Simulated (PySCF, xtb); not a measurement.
HNP, SMILES P#[NH+], charge +1.

GFN2-xTB (xtb) at its own geometry gives an orbital gap of 4.97 eV.

Geometry: ωB97X-D3(BJ)/def2-TZVPD. The isomer is the one that the SMILES or the coordinates give; other isomers of the formula were not compared.

What does M06-2X/def2-TZVPD (PySCF) give? (Estimate from the structure and the level; the computed values follow.)

gap 10.41 eV (levels -19.00 and -8.59 eV).
